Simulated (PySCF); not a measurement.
Cd(Et) (C₂H₅Cd), SMILES [CH2]([Cd])C (connectivity only; charge and spin as stated), neutral, multiplicity 2. Atoms are numbered in the order given.

```xyz
8

Cd    -0.0406    -0.7519     0.0000
C      0.7235     1.5832     0.0000
C     -0.4579     2.5158     0.0000
H      1.3300     1.5868     0.9019
H      1.3300     1.5868    -0.9019
H     -1.0871     2.3797    -0.8816
H     -1.0871     2.3797     0.8816
H     -0.1323     3.5650     0.0000
```
Charge 0, spin multiplicity 2.

Geometry optimised at B3LYP-D3(BJ)/def2-TZVP. The spin state was assumed, not searched. The isomer is the one that the SMILES or the coordinates give; other isomers of the formula were not compared. The def2 effective core potentials stand for the cores of Cd; spin–orbit coupling is left out.

These are ωB97X/def2-TZVPD run with PySCF values and carry that method's errors.

Mulliken values depend strongly on the basis, most of all with diffuse functions as here. ESP charges are fitted to the potential on shells at 1.4 to 2.0 van der Waals radii. Atomic charges (e):

```csv
atom,Mulliken,ESP fit,Mulliken spin
Cd1,0.08,[?],0.33
C2,-0.81,[?],0.54
C3,-0.75,-0.51,0.02
H4,0.37,[?],0.04
H5,0.37,[?],0.04
H6,0.25,0.12,0.00
H7,0.25,0.12,0.00
H8,0.24,0.08,0.04
```

Task: What belongs in the gaps? (The exact figures need the calculation; the answer reports its results.)

Result: 
- Cd1, ESP fit: -0.10
- C2, ESP fit: 0.54
- H4, ESP fit: -0.12
- H5, ESP fit: -0.12
